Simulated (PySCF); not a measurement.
Compound: C4H4FNOS.
Bonds: F1–C2, C2–O3, O3–C4, C4–C5 (aromatic), C5–C6 (aromatic), C6–N7 (aromatic), N7–S8 (aromatic), C4–S8 (aromatic). Hydrogens: H9, H10 on C2; H11 on C5; H12 on C6.

Computed geometry: GFN2-xTB, gas phase.

(1) What internal coordinates does the optimisation give?

Results:

(1) 
```tsv
bond	length (Å)	order
F1–C2	1.368	single
C2–O3	1.374	single
O3–C4	1.355	single
C4–C5	1.370	aromatic
C5–C6	1.406	aromatic
C6–N7	1.305	aromatic
N7–S8	1.630	aromatic
C4–S8	1.733	aromatic
C2–H9, C2–H10	1.099	single
C5–H11	1.072	single
C6–H12	1.076	single
```

Bonds in one row agree within 0.01 Å and their mean is given. Orders are formal, as drawn. A selection of angles:
```tsv
angle	degrees
F1–C2–O3	111.0
C2–O3–C4	117.8
O3–C4–C5	125.6
O3–C4–S8	125.2
C5–C4–S8	109.2
C4–C5–C6	109.5
C5–C6–N7	116.6
C6–N7–S8	111.3
C4–S8–N7	93.4
```

Torsions: F1–C2–O3–C4 -72° (synclinal); C2–O3–C4–C5 177° (antiperiplanar). The mirror-image conformer, all signs reversed, is as good.

The 5-membered ring C4–C5–C6–N7–S8 has internal angles of 93.4° to 116.6°; it is planar, 0.00 Å rms from its mean plane, widest ring torsion 0°. The C–C distances run from 1.370 Å (C4–C5, aromatic) to 1.406 Å (C5–C6, aromatic), a spread of 0.036 Å. Of the pairs four or more bonds apart, S8···H9 is among the closest relative to their van der Waals radii: 2.71 Å, 90 % of the sum of Bondi's values. N7 (pyridine-type nitrogen) is bent (angle 111.3°). O3 (aryl ether oxygen) is bent (angle 117.8°).

Point group: C1 (no symmetry element, even within 0.4 Å). GFN2-xTB frequencies: not computed here. One conformer, not necessarily the lowest.
